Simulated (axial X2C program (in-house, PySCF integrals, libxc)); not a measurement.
PbO: from Re and ωe to a spectrum

A bond curve at the BP86 level, 2c, was computed with an in-house all-electron X2C program for linear molecules (integrals from PySCF) (basis Pb dyall-cv3z [12s14p10d7f1g], O dyall-av3z [7s6p3d2f] (cores contracted in-house)) for the state Ω = 0 (closed shell). Its fit gives Re = 1.9376 Å, ωe = 712.7 cm⁻¹, ωexe = 2.94 cm⁻¹ and αe = 1.725e-03 cm⁻¹; the masses are 207.9766 and 15.9949 u. Two-component means X2C with spin–orbit coupling and atomic mean-field Coulomb and Gaunt terms.

Find the reduced mass, Be and the force constant.

From the BP86 values: μ = 14.8526 u. Be = 16.8576/(μ Re²) = 0.3023 cm⁻¹. k = 5.8918×10⁻⁷ μ ωe² = 4.44 mdyn/Å.

Estimate the centrifugal constant by the Kratzer relation.

D = 4Be³/ωe² = 2.18e-07 cm⁻¹.

The dipole moment p changes by 4.74 D/Å at Re. What harmonic infrared intensity follows?

I = 42.256 × (dp/dR)²/μ = 64 km/mol.

Estimate De from a Morse curve and compare with the computed well depth of 4.482 eV to Pb + O.

De(Morse) = ωe²/(4ωexe) = 5.355 eV against 4.482 eV computed, a ratio of 1.19. The extrapolation overshoots: the well softens faster than a Morse curve, or the lowest atomic limit lies below the one to which the curve heads.

Give B0, the J = 1←0 line in GHz and the most populated J at 300 K (kT = 208.5 cm⁻¹).

B0 = Be − αe/2 = 0.3015 cm⁻¹; 2B0 = 18.07 GHz; J(max) ≈ √(kT/2B0) − 1/2 = 18.1, so J = 18.

Occupations by symmetry block were frozen at the best pattern of an incomplete PBE0 search. Dissociation energies refer to the lowest single-determinant-based atoms at the same level and basis. The 2c atoms are single determinants rather than J levels; their spin–orbit lowering is only partly caught, and De is too large by that part. This holds for BP86. The functionals have no current-density term, which raises determinants with orbital currents, atoms included.
